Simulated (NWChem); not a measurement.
# How basis sets differ on AsH3 (SMILES [AsH3])

AsH3: 4 atoms, total charge 0, spin state singlet. SMILES: `[AsH3]`. The coordinates come from a PBE0-D4/def2-TZVP relaxation.

Quantity: the dipole moment, in D. The values are calculated.

**What was measured.** NIST CCCBDB gives the dipole moment of the gas as 0.20 D.

| level | kind | program | value (D) | computed − measured | CPU time |
| --- | --- | --- | --- | --- | --- |
| M06-2X/def2-SVP | hybrid meta-GGA | NWChem | 0.54 | +0.34 | 3.9 s |
| M06-2X/jorge-DZP-DKH (sfX2C, density fitting with weigend coulomb fitting) | hybrid meta-GGA | NWChem | 0.58 | +0.38 | 3.5 s |
| M06-2X/def2-SVPD | hybrid meta-GGA | NWChem | 0.36 | +0.16 | 5.5 s |
| M06-2X/def2-TZVPD | hybrid meta-GGA | NWChem | 0.36 | +0.16 | 10 s |
| M06-2X/cc-pVTZ | hybrid meta-GGA | NWChem | 0.38 | +0.18 | 71 s |

Nearest: M06-2X/def2-SVPD (+0.16 D), M06-2X/def2-TZVPD (+0.16 D); farthest: M06-2X/jorge-DZP-DKH (sfX2C, density fitting with weigend coulomb fitting) (+0.38 D). The measured dipole is a vibrational average, so differences of a few hundredths of a debye mean little. All-electron rows without a relativistic Hamiltonian named are non-relativistic. Magnitudes only: a small dipole may point the other way at some levels. CPU times are rough (shared hosts, several kinds of processor): they show what a rung costs within a factor of a few.
